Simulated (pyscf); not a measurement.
PySCF, gas phase, ωB97X-D3(BJ)/def2-SVP geometries. MP2 and CC: frozen core, UHF for open shells. ΔMP2 is the change of the MP2 total energy from the triple- to the quadruple-zeta basis.

Q: What is the homolytic dissociation enthalpy (298 K, CCSD(T)/def2-TZVPP + ΔMP2(QZVPP)) of the Br–Sn bond of Br–SnH₃, to Br• + SnH₃•?

A: Br–Sn to Br• + SnH₃•: 84.8 kcal/mol. The CCSD(T) − MP2 part came from Ansatz, without density fitting, on the same reference. The frozen core leaves the outer d or s,p core shells of the metals and heavy elements correlated in the MP2 and CC values, and def2-TZVPP describes them poorly, which can shift differences by a few kcal/mol. Left out: the spin-orbit lowering of Br, which is large for Br, Se, Te and I. Elements up to Kr have no core potential and no relativistic terms here. Elements past Kr carry the def2 core potentials, without spin-orbit coupling.
